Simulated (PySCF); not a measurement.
## Re⁺ (rhenium, charge +1): wB97X calculation

Configuration: [Xe] 4f14 5d4 6s2, high-spin 5D determinant (an excited configuration). Calculation: PySCF 2.14, in x2c-TZVPPall; scalar relativity by spin-free X2C-1e.

```json
{"Total energy": "-16694.04 hartree", "One-electron energy": "-22866.88 hartree", "Hartree (Coulomb) energy": "6510.03 hartree", "Exchange-correlation energy": "-337.19 hartree", "⟨S²⟩": "6.0027", "⟨L²⟩": "6.652", "Sum of ⟨r⟩": "42.71 bohr", "Sum of ⟨r²⟩": "56.02 bohr²", "Traceless quadrupole moment −½Σ⟨3z² − r²⟩ along its main axis": "0.311 e·bohr²", "Langevin diamagnetic susceptibility": "-44.4 ×10⁻⁶ cm³/mol", "Time after the integrals": "of the order of 16 core-seconds"}
```

```tsv
shell	electrons	mean orbital energy (hartree)	spread (hartree)	rms radius, mean of both spins (bohr)
1s β	1	-2628.83614	0	0.0204
1s α	1	-2628.83608	0	0.0204
2s α	1	-457.11916	0	0.0824
2s β	1	-457.11029	0	0.0824
2p α	3	-400.40539	0.00308	0.0750
2p β	3	-400.39783	0.00519	0.0750
3s α	1	-106.66464	0	0.211
3s β	1	-106.66193	0	0.211
3p α	3	-89.81050	0.01039	0.212
3p β	3	-89.80741	0.01063	0.212
3d α	5	-70.02445	0.00937	0.194
3d β	5	-70.01788	0.01084	0.194
4s α	1	-22.87030	0	0.468
4s β	1	-22.86235	0	0.468
4p α	3	-17.29401	0.01982	0.499
4p β	3	-17.28703	0.02069	0.499
4d α	5	-10.11095	0.01930	0.538
4d β	5	-10.10211	0.02429	0.538
5s α	1	-3.77024	0	1.10
5s β	1	-3.68765	0	1.10
5p α	3	-2.35362	0.00679	1.28
5p β	3	-2.23525	0.03762	1.28
4f α	7	-2.19419	0.02192	0.651
4f β	7	-2.17925	0.02483	0.651
5d α	4	-0.72394	0.02117	1.91
6s α	1	-0.61395	0	2.97
6s β	1	-0.59221	0	2.97
```

Spin-orbit coupling, absent here, splits the open shell strongly.

Densities and radii are taken from the X2C orbitals without a picture-change correction, which distorts them close to the nucleus.
